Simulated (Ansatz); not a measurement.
Compare A (`BB1OCN1[SiH3]`) with its isomer B (`B[SiH]1BN1CO`).

Computed with Ansatz on PBE0-D4/def2-TZVP structures; ΔE is electronic, products minus reactants. CCSD(T)/CBS adds triple-zeta CCSD(T) − MP2 to the extrapolated MP2 energy (def2 sets, frozen cores). DFT in def2-TZVPP. B3LYP here is the variant with VWN-RPA as its local correlation; programs differ in this. One conformer a species, not always the lowest.

A:

```xyz
13

B     0.479   -1.832   -1.555
B     0.753   -0.444   -0.638
O     1.909    0.337   -0.533
C     1.179    1.160    0.377
N    -0.026    0.347    0.270
Si   -1.591    0.437    0.976
H     0.686   -2.928   -1.121
H     0.058   -1.776   -2.675
H     1.637    1.164    1.372
H     1.073    2.182   -0.001
H    -2.362   -0.712    0.440
H    -2.273    1.712    0.627
H    -1.523    0.353    2.460
```

B:

```xyz
13

B     2.475    0.865   -0.422
Si    1.027    0.631    0.877
B    -0.783    1.245    0.406
N    -0.496   -0.077    0.285
C    -1.116   -1.320   -0.095
O    -2.444   -1.165   -0.479
H     2.266    0.657   -1.581
H     3.535    1.323   -0.110
H     1.327    0.247    2.282
H    -1.689    1.993    0.240
H    -1.118   -1.997    0.762
H    -0.507   -1.774   -0.889
H    -2.475   -0.628   -1.276
```

Which isomer does CCSD(T)/CBS put lower? Give the gap. (Estimate.)

The calculation gave: A, by 166.3 kJ/mol.

Give E(B) − E(A) in kJ/mol with CCSD(T)/def2-TZVPP, ωB97M-V, PBE0-D4, B3LYP, CCSD/def2-TZVPP, r2SCAN-D4, HF/def2-TZVPP. (An estimate is asked.)

Computed: CCSD(T)/def2-TZVPP 167.9, ωB97M-V 168.4, PBE0-D4 152.0, B3LYP 161.0, CCSD/def2-TZVPP 176.8, r2SCAN-D4 148.9, HF/def2-TZVPP 215.0. None reverses the order clearly.

Largest T1 diagnostic: 0.016.

In def2-TZVPP, CCSD(T) changes the Hartree–Fock value by −47.2 kJ/mol (the triples alone add −8.9 kJ/mol) and MP2 by −43.2 kJ/mol. From PBE to PBE0 (25 % exact exchange), in def2-TZVPP and without D4, E(B) − E(A) moves by +19.0 kJ/mol.
